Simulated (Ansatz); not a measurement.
Stepwise reaction of `[O]=[Mo]([OH])([OH])([F])[F]` with hydrogen chloride, as a gas-phase model of exchange steps in deposition or etching. ΔE in kJ/mol.

Program: Ansatz. Geometries: PBE0-D4/def2-TZVP. ΔE: electronic, gas phase. CCSD(T)/CBS adds triple-zeta CCSD(T) − MP2 to the extrapolated MP2 energy (def2 sets, frozen cores). This one scheme is used for every species. Functionals use def2-TZVPP. B3LYP here is the variant with VWN-RPA as its local correlation; programs differ in this. def2 core potentials past Kr. For Mo outer-core shells are correlated without core-valence functions, which leaves a few kJ/mol of doubt a bond. Each species was taken in one conformer, which may not be the lowest.

| step | reaction | PBE-D4 | B3LYP-D4 | ωB97M-V | CCSD(T)/CBS |
| --- | --- | --- | --- | --- | --- |
| 1 | `[O]=[Mo]([OH])([OH])([F])[F]` + HCl → `[O]=[Mo]([OH])([F])([F])[Cl]` + H₂O | -16.5 | -13.3 | -11.5 | -18.6 |

(1) Give the row of step 2, `[O]=[Mo]([OH])([F])([F])[Cl]` + HCl → `[O]=[Mo]([F])([F])([Cl])[Cl]` + H₂O. (Best estimate.)

(2) By hand: ΔE of the 2 steps together at CCSD(T)/CBS.

## Answers

(1) The calculation gave: 
```json
{"step": "2", "reaction": "`[O]=[Mo]([OH])([F])([F])[Cl]` + HCl → `[O]=[Mo]([F])([F])([Cl])[Cl]` + H₂O", "PBE-D4": "-9.4", "B3LYP-D4": "-5.3", "ωB97M-V": "-1.4", "CCSD(T)/CBS": "-10.5"}
```

(2) (-18.6) + (-10.5) = -29.1 kJ/mol, or -14.6 kJ/mol a step.

In ΔE each step is higher than the one before. All are downhill at CCSD(T)/CBS. PBE-D4 differs from CCSD(T)/CBS by 1.1 to 2.1 kJ/mol a step. Isolated molecules leave out the surface, adducts and barriers. Largest T1 diagnostic: 0.024.
